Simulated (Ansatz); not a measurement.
A reaction path, image by image

SiHClF₂, singlet, from SiHClF₂ ([F][SiH]([F])[Cl]) to a complex of SiF₂ + HCl; CAM-B3LYP-D4/def2-SVP (Ansatz 0.2.0). Settings:

```yaml
hamiltonian: {xc: {name: CAM-B3LYP}, dispersion: d4}
neb:
  images: 3
  climbing: immediate
  max_iterations: 25
  initial_path: idpp
```

First end:

Si1  (0.037, 0.087, 0.028)
Cl2  (-0.143, -1.583, -1.091)
H3  (1.119, 0.946, -0.458)
F4  (-1.327, 0.877, -0.005)
F5  (0.315, -0.326, 1.525)
(Å)

Second end:

```csv
atom,x (Å),y (Å),z (Å)
Si1,-0.3533,0.7680,0.9827
Cl2,0.7598,-0.8272,-1.4661
H3,1.6511,0.0544,-1.7289
F4,-1.8237,0.5843,0.3657
F5,-0.2337,-0.5795,1.8467
```

The ends were relaxed with PBE0-D4 in triple zeta, so they are not quite minima here (largest force components 0.90 and 0.69 eV/Å).

Energies along the converged band: It took 11 iterations. Path lengths are measured after rigid turns and shifts between images are taken out.
```csv
image,path length (Å),energy (eV)
0,0.00,0.000
1,0.67,1.031
2 (climbing),1.34,3.264
3,2.10,2.436
4,2.85,2.326
```
Energies count from the first end.

The images between the ends:
Image 1:
```json
{"atom": "Si1", "x (Å)": "-0.0023", "y (Å)": "0.1902", "z (Å)": "0.1520"}
{"atom": "Cl2", "x (Å)": "0.2135", "y (Å)": "-1.3292", "z (Å)": "-1.2743"}
{"atom": "H3", "x (Å)": "1.0964", "y (Å)": "0.6339", "z (Å)": "-0.6786"}
{"atom": "F4", "x (Å)": "-1.4651", "y (Å)": "0.8468", "z (Å)": "0.1448"}
{"atom": "F5", "x (Å)": "0.1575", "y (Å)": "-0.3417", "z (Å)": "1.6562"}
```

Image 2:
```json
{"atom": "Si1", "x (Å)": "0.0020", "y (Å)": "0.4990", "z (Å)": "0.3902"}
{"atom": "Cl2", "x (Å)": "0.4762", "y (Å)": "-1.1259", "z (Å)": "-1.3963"}
{"atom": "H3", "x (Å)": "1.0129", "y (Å)": "0.2923", "z (Å)": "-0.8576"}
{"atom": "F4", "x (Å)": "-1.5663", "y (Å)": "0.7684", "z (Å)": "0.1673"}
{"atom": "F5", "x (Å)": "0.0753", "y (Å)": "-0.4338", "z (Å)": "1.6964"}
```

Image 3:
```json
{"atom": "Si1", "x (Å)": "-0.1679", "y (Å)": "0.7316", "z (Å)": "0.7554"}
{"atom": "Cl2", "x (Å)": "0.7059", "y (Å)": "-0.9843", "z (Å)": "-1.5314"}
{"atom": "H3", "x (Å)": "1.2597", "y (Å)": "0.1460", "z (Å)": "-1.2375"}
{"atom": "F4", "x (Å)": "-1.7070", "y (Å)": "0.6452", "z (Å)": "0.2539"}
{"atom": "F5", "x (Å)": "-0.0905", "y (Å)": "-0.5385", "z (Å)": "1.7597"}
```

The band counts as converged below 0.05 eV/Å. The run took about 44 s on 2 CPU threads of an Intel Xeon 6975P-C (shared host).
